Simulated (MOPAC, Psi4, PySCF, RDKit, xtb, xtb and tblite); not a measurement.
Relaxed torsion scan: C₃H₁₂OSi₂, SMILES C[Si](C)(C)[SiH2]O. Scanned: dihedral Si2–Si5–O6–H18; all other coordinates were relaxed at GFN2-xTB. Points at φ and −φ are mirror images.

Geometry of the scan point at 75° (Å):
```
18

C     -1.2485    -0.8928    -1.2836
Si    -0.2854     0.0886     0.0486
C     -0.3039     1.9289    -0.4985
C     -1.2826    -0.0244     1.6742
Si     1.8723    -0.7158     0.3587
O      2.7638    -0.5382    -0.9998
H     -0.7371    -0.8636    -2.2417
H     -1.3491    -1.9373    -1.0024
H     -2.2497    -0.4973    -1.4344
H      0.1865     2.0637    -1.4592
H     -1.3178     2.3077    -0.5970
H      0.2094     2.5609     0.2214
H     -0.8228     0.5619     2.4641
H     -2.2975     0.3405     1.5454
H     -1.3469    -1.0497     2.0262
H      2.5869    -0.0569     1.4658
H      1.9880    -2.1611     0.5438
H      3.1037     0.3071    -1.2751
```

Methods: GFN2-xTB (xtb and tblite); MMFF94 // GFN2-xTB (RDKit); PBE0/def2-SVP // GFN2-xTB (Psi4); PBE0-D3(BJ)/def2-SVP // GFN2-xTB (Psi4); PBE/def2-SVP // GFN2-xTB (Psi4); PBE-D3(BJ)/def2-SVP // GFN2-xTB (Psi4); UFF // GFN2-xTB (RDKit); PM7, restricted, heats of formation // GFN2-xTB (MOPAC); AM1, restricted, heats of formation // GFN2-xTB (MOPAC); GFN1-xTB // GFN2-xTB (xtb); RKS-B3LYP/6-31G* = restricted B3LYP/6-31G*, spherical d, density fitting // GFN2-xTB (PySCF); RKS-B3LYP/LANL2DZ = restricted B3LYP/LANL2DZ, with its core potentials past Ne // GFN2-xTB (PySCF); RKS-B3LYP/6-311+G** = PySCF with restricted B3LYP/6-311+G**, spherical d, density fitting // GFN2-xTB; RHF/STO-3G = restricted Hartree-Fock/STO-3G // GFN2-xTB (PySCF).

Least-squares fit of E(φ) = a0 + Σ (a_n cos nφ + b_n sin nφ), n = 1 to 4, to the 24 scan points, in kJ/mol above the lowest point of each profile (levels whose profile four harmonics don't fit are not listed):

| method | a0 | a1 | b1 | a2 | b2 | a3 | b3 | a4 | b4 | rms of fit |
|---|---|---|---|---|---|---|---|---|---|---|
| GFN2-xTB | 4.11 | 1.55 | 0.00 | -0.96 | 0.00 | 1.73 | 0.00 | 0.10 | 0.00 | 0.02 |
| MMFF94 | 3.13 | 2.44 | 0.00 | 1.15 | 0.00 | -1.33 | 0.00 | -0.01 | 0.00 | 0.05 |
| PBE0/def2-SVP | 3.34 | 1.97 | 0.00 | -0.68 | 0.00 | 0.83 | 0.00 | 0.09 | 0.00 | 0.02 |
| PBE0-D3(BJ)/def2-SVP | 3.27 | 1.79 | 0.00 | -0.78 | 0.00 | 0.84 | 0.00 | 0.10 | 0.00 | 0.02 |
| PBE/def2-SVP | 2.70 | 1.29 | 0.00 | -0.59 | 0.00 | 0.96 | 0.00 | 0.09 | 0.00 | 0.02 |
| PBE-D3(BJ)/def2-SVP | 2.64 | 1.11 | 0.00 | -0.71 | 0.00 | 0.97 | 0.00 | 0.10 | 0.00 | 0.02 |
| UFF | 1.85 | 1.57 | 0.00 | 0.85 | 0.00 | -0.60 | 0.00 | 0.14 | 0.00 | 0.06 |
| PM7 | 1.67 | -0.88 | 0.00 | 1.07 | 0.00 | 0.60 | 0.00 | -0.13 | 0.00 | 0.03 |
| AM1 | 2.26 | -0.57 | 0.00 | 1.88 | 0.00 | 0.61 | 0.00 | -0.26 | 0.00 | 0.05 |
| GFN1-xTB | 0.81 | -0.54 | 0.00 | -0.68 | 0.00 | 0.45 | 0.00 | 0.00 | 0.00 | 0.02 |
| RKS-B3LYP/6-31G* | 2.28 | 1.18 | 0.00 | -0.21 | 0.00 | 1.03 | 0.00 | 0.09 | 0.00 | 0.02 |
| RKS-B3LYP/LANL2DZ | 3.14 | 2.69 | 0.00 | -0.34 | 0.00 | 0.13 | 0.00 | 0.02 | 0.00 | 0.03 |
| RKS-B3LYP/6-311+G** | 3.07 | 2.32 | 0.00 | -0.21 | 0.00 | 0.61 | 0.00 | 0.07 | 0.00 | 0.02 |
| RHF/STO-3G | 3.42 | 1.38 | 0.00 | 0.15 | 0.00 | 2.19 | 0.00 | -0.11 | 0.00 | 0.05 |

MMFF94 has few fitted parameters for silicon.
